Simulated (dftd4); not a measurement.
C3H8N, doublet, at a GFN2-xTB geometry; D4 for tpssh run with dftd4.

The dftd4 input:
```
$ dftd4 mol.xyz --func tpssh --charge 0 --json dftd4.json --noedisp --property

# file mol.xyz
12

C     -1.19900215    -0.83639300     0.12677471
C      0.01387559     0.02593350     0.15918196
C      1.35357790    -0.54836869    -0.14265299
N     -0.15604386     1.41099659     0.03001501
H     -1.00348330    -1.78518800     0.62292084
H     -1.52305459    -1.06507776    -0.90040408
H     -2.03019307    -0.34664268     0.63260756
H      1.47859716    -1.50511862     0.36093446
H      2.14235413     0.12417312     0.19219051
H      1.50113967    -0.72383813    -1.21961119
H      0.58823510     1.88250990    -0.46690228
H     -1.07199613     1.69517515    -0.29166300
```

It wrote (shortened):

```
                    ____  _____ _____     ____  _  _
      -------------|  _ \|  ___|_   _|---|  _ \| || |------------
     |             | | | | |_    | | ___ | | | | || |_           |
     |             | |_| |  _|   | ||___|| |_| |__   _|          |
     |             |____/|_|     |_|     |____/   |_|            |
     |             ===================================           |
     |            E. Caldeweyher, S. Ehlert & S. Grimme          |
     |          Mulliken Center for Theoretical Chemistry        |
     |                    University of Bonn                     |
      -----------------------------------------------------------

Rational (Becke-Johnson) damping: tpssh-D4-ATM
---------------------
  s6         1.0000
  s8         1.8590
  s9         1.0000
  a1         0.4429
  a2         4.6023
 alp        16.0000
--------------------

Atomic data, radii in Ångström:
------------------------------------------------------
   Z          R(cov)      r4/r2   hardness         EN
------------------------------------------------------
   6 C        1.0000     1.6431     0.4220     2.5500
   7 N        0.9467     1.4350     0.5044     3.0400
   1 H        0.4267     1.0622     0.4726     2.2000
------------------------------------------------------

Atomic reference systems (in atomic units):
----------------------------------------------------------------------------
   Z        #      CN     q+Z       C6(AA)   #      CN     q+Z       C6(AA)
----------------------------------------------------------------------------
   6 C      1  0.0000  6.0000      49.3833   2  0.9189  5.8288      52.1688
            3  1.9079  5.8579      35.6972   4  2.8312  5.7775      35.8445
            5  3.7487  5.7435      28.6317   6  2.9183  5.8956      32.2504
            7  0.8556  6.2103      25.6194
   7 N      1  0.0000  7.0000      25.3714   2  0.8583  6.6470      32.5496
            3  1.8399  6.6987      28.5877   4  2.5804  6.1757      42.3910
            5  0.9809  7.0000      18.1534
   1 H      1  0.0000  1.0000       7.6362   2  0.8942  1.0000       3.0374
----------------------------------------------------------------------------

Atomic properties (in atomic units):
----------------------------------------------------------------------------
     #    Z              CN          q      C6(AA)        C8(AA)   alpha(0)
----------------------------------------------------------------------------
     1    6 C        3.7526    -0.2117     27.6796      800.5431     7.5924
     2    6 C        2.8643     0.0409     28.5620      826.0635     8.7324
     3    6 C        3.7526    -0.2117     27.6796      800.5431     7.5924
     4    7 N        2.6328    -0.6493     35.8765      791.4643     8.9674
     5    1 H        0.9247     0.0876      1.9021       22.9929     2.1567
     6    1 H        0.9230     0.0881      1.8979       22.9427     2.1545
     7    1 H        0.9246     0.0982      1.8016       21.7789     2.0990
     8    1 H        0.9247     0.0876      1.9021       22.9929     2.1567
     9    1 H        0.9246     0.0982      1.8016       21.7789     2.0990
    10    1 H        0.9230     0.0881      1.8979       22.9427     2.1545
    11    1 H        0.8601     0.2420      0.9148       11.0583     1.4983
    12    1 H        0.8601     0.2420      0.9148       11.0583     1.4983
----------------------------------------------------------------------------

Molecular properties (in atomic units):
----------------------------------------
 molecular C6                1019.4153
 molecular C8               22035.2691
----------------------------------------

Dispersion energy:      -8.4504904564802E-03 Eh

[Info] JSON dump of results written to 'dftd4.json'
```
